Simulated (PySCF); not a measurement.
Species: C₅H₁₁NOSi₂.
InChI=1S/C5H11NOSi2/c1-2-9-5(3-6)4-8-7-9/h5,9H,2,4,8H2,1H3/t5-,9+/m1/s1

The closed-shell ground state was solved at several levels (PySCF, density fitting, gas phase, non-relativistic). Geometry: PBE0-D3(BJ)/def2-SVP, one conformer, isolated molecule.

```json
{"level": "PBE0/pcSseg-1", "basis functions": "222", "HOMO (eV)": "-8.35", "LUMO (eV)": "0.06", "gap (eV)": "8.41", "dipole (D)": "3.33"}
{"level": "CAM-B3LYP/def2-SVPD", "basis functions": "279", "HOMO (eV)": "-9.68", "LUMO (eV)": "0.78", "gap (eV)": "10.46", "dipole (D)": "3.42"}
```

Question: What might wB97X-D/pcSseg-1 (222 basis functions) give for the same quantities?

Answer: HOMO -10.20 eV, LUMO 1.87 eV, gap 12.07 eV, dipole 3.38 D.

Question: Over all these levels, which gives the widest orbital gap and which the narrowest?

Answer: wB97X-D/pcSseg-1 (range-separated hybrid) has the widest, 12.07 eV, and PBE0/pcSseg-1 (global hybrid, 25 % exact exchange) the narrowest, 8.41 eV. The two share the basis. From the narrowest to the widest the HOMO moves by -1.85 eV and the LUMO by +1.81 eV.

Question: How far do the dipole and the HOMO energy spread over the levels?

Answer: The dipole runs from 3.33 to 3.42 D (mean 3.38 D) and the HOMO from -10.20 to -8.35 eV.
